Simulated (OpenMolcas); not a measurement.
## Levels of La²⁺ by method

```json
{
  "Program": "OpenMolcas 26.06",
  "Basis": "ANO-R2 [8s6p5d2f1g]",
  "Scalar Hamiltonian": "X2C, finite nucleus",
  "Active space": "1 electron in 6 orbitals (5d 6s)",
  "State averaging": "2S+1 = 2 even, 6 roots",
  "Spin-orbit coupling": "RASSI with atomic mean-field integrals over the reference wave functions, term energies averaged over their components"
}
```

Methods on the same reference wave functions:
A. CASSCF
B. SS-CASPT2, IPEA 0.25 Eh, imaginary shift 0.1 Eh (closed shells correlated: 5s 5p)

Energies in cm⁻¹ above 5d ²D_3/2, the measured ground level; measured values from Martin, Zalubas and Hagan, Atomic Energy Levels: The Rare-Earth Elements, NSRDS-NBS 60 (1978).

```tsv
Level	A	B	Measured
5d ²D_3/2	0.0	0.0	0.0
5d ²D_5/2	1666	1666	1603
6s ²S_1/2	12630	12772	13591
```

Deviations, from unrounded energies. A percentage is the sum of absolute deviations over the sum of measured energies, with the sign that they share, or ± where signs differ.

| Against measurement | Levels | A | B |
| --- | --- | --- | --- |
| mean absolute deviation (cm-1) | 2 | 510 | 440 |
| fine structure of the ground term (%) | 1 | +3.9 | +3.9 |
| other configurations (%) | 1 | -7.1 | -6.0 |

B lies closest to measurement on these levels. The largest miss of B in the table is 6s ²S_1/2, by -820 cm-1. The ranking rests on the paired levels alone, and a cruder setting can come out closer through cancelling errors.

The lowest spin-free term lies below A's lowest term by 0.187 hartree in B.

With one active electron the reference holds no correlation, so core polarisation is missing (holds for A). With one active electron, CASPT2 adds the correlation within the correlated inactive shells and between them and that electron, and leaves the splitting within a term as the reference gives it (holds for B). Computed and measured levels are paired by configuration, term and J; levels that our copy of the source lacks, or whose pairing is in doubt (as where it misses far off the trend of its configuration), stay unpaired and out of the deviations. Only configurations of the active space appear.
